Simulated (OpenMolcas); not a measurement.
## What dynamic correlation does to the levels of O II

- Program: OpenMolcas 26.06
- Basis: ANO-L-VTZP [4s3p2d1f]
- Scalar Hamiltonian: non-relativistic, point nucleus
- Active space: 5 electrons in 4 orbitals (2s 2p)
- State averaging: 2S+1 = 4 odd, 1 root; 2S+1 = 2 odd, 8 roots; 2S+1 = 4 even, 3 roots; 2S+1 = 2 even, 9 roots
- Spin-orbit coupling: RASSI with atomic mean-field integrals over the reference wave functions, term energies averaged over their components

Methods on the same reference wave functions:
A. CASSCF
B. SS-CASPT2, IPEA 0.25 Eh, imaginary shift 0.1 Eh (closed shells correlated: 1s)

Energies in eV above 2s² 2p³ ⁴S°_3/2, the measured ground level; measured values from NIST Handbook of Basic Atomic Spectroscopic Data.

```
          Level        A       B  Measured
2s² 2p³ ⁴S°_3/2   0.0000  0.0000    0.0000
2s² 2p³ ²D°_3/2   3.7788   3.433    3.3266
2s² 2p³ ²D°_5/2   3.7793   3.433    3.3241
2s² 2p³ ²P°_3/2   5.0993   5.112    5.0174
2s² 2p³ ²P°_1/2   5.0997   5.112    5.0176
  2s 2p⁴ ⁴P_5/2  15.0380  14.910   14.8579
  2s 2p⁴ ⁴P_3/2  15.0565  14.928   14.8782
  2s 2p⁴ ⁴P_1/2  15.0675  14.939   14.8884
  2s 2p⁴ ²D_3/2  22.1769  20.910   20.5809
  2s 2p⁴ ²D_5/2  22.1769  20.910   20.5799
  2s 2p⁴ ²S_1/2  25.8493  24.862   24.2650
  2s 2p⁴ ²P_3/2  28.8973  27.277   26.3583
  2s 2p⁴ ²P_1/2  28.9191  27.299   26.3792
```

Deviations, from unrounded energies. A percentage is the sum of absolute deviations over the sum of measured energies, with the sign that they share, or ± where signs differ.

```
                        Against measurement  Levels     A     B
             mean absolute deviation (cm-1)      12  7700  2500
other terms of the ground configuration (%)       4  +6.4  +2.4
                   other configurations (%)       8  +6.4  +2.0
```

B lies closest to measurement on these levels. The largest miss of B in the table is 2s 2p⁴ ²P_1/2, by +7400 cm-1. The ranking rests on the paired levels alone, and a cruder setting can come out closer through cancelling errors.

From A to B the spin-free energies of the other terms of 2s² 2p³ shown, above ⁴S°, scale by factors of 0.91 to 1.00.

The lowest spin-free term lies below A's lowest term by 0.106 hartree in B.

Term energies are means over components that CASPT2 splits; among the terms shown or strongly mixed into the levels shown the widest spread is 350 cm-1 (2s 2p⁴ ²D, B). Without dynamic correlation excited terms often stand tens of per cent too high (terms of higher spin than the ground term too low), and those without a measured partner can miss by more than the paired ones (holds for A). Computed and measured levels are paired by configuration, term and J; levels that our copy of the source lacks, or whose pairing is in doubt (as where it misses far off the trend of its configuration), stay unpaired and out of the deviations. Levels of configurations outside the active space are missing.

° marks odd parity.
